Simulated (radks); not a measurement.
Species: Mo V. Configuration: [Kr] 4d2.

Calculated with a radial shooting solver on a logarithmic mesh with Libxc functionals: scalar-relativistic Kohn-Sham, LDA (Slater exchange, VWN5 correlation), spin-unpolarised, spherical densities, point nucleus.

Energy parts (hartree):
part                       energy
total                 -4041.14517
kinetic                4165.76361
electron-nucleus      -9676.02095
Hartree                1586.84611
exchange-correlation   -117.73394

Orbitals (lengths in bohr, moments of r in powers of bohr; <r^-3> diverges for s and p1/2):
| orbital | occ. | eigenvalue (hartree) | <1/r> | <r^-3> | <r^4> |
|---|---|---|---|---|---|
| 1s | 2 | -729.2566 | 43.50 | - | 7.234e-06 |
| 2s | 2 | -104.5811 | 9.793 | - | 0.001340 |
| 2p | 6 | -93.75416 | 9.528 | 2548 | 0.0009590 |
| 3s | 2 | -19.26676 | 3.361 | - | 0.06926 |
| 3p | 6 | -15.71924 | 3.200 | 424.8 | 0.07632 |
| 3d | 10 | -9.93043 | 2.970 | 56.48 | 0.08324 |
| 4s | 2 | -4.09258 | 1.257 | - | 2.653 |
| 4p | 6 | -3.11559 | 1.128 | 65.84 | 4.039 |
| 4d | 2 | -1.70881 | 0.8635 | 5.672 | 11.91 |

The highest occupied level is 4d at -46.499 eV. The density falls to 0.001 e/bohr^3 at r = 3.03 bohr. For comparison, the ionisation energy in NIST's Atomic Spectra Database is 54.42 eV (semi-empirical). In exact Kohn-Sham theory the highest level is minus the ionisation energy, but local and semilocal functionals leave it too shallow, through self-interaction and a potential that decays too fast; potentials with the right tail come closer.

Beside tabulated values, note that spin-unpolarised runs miss the spin-polarisation part of the exchange energy of open shells.
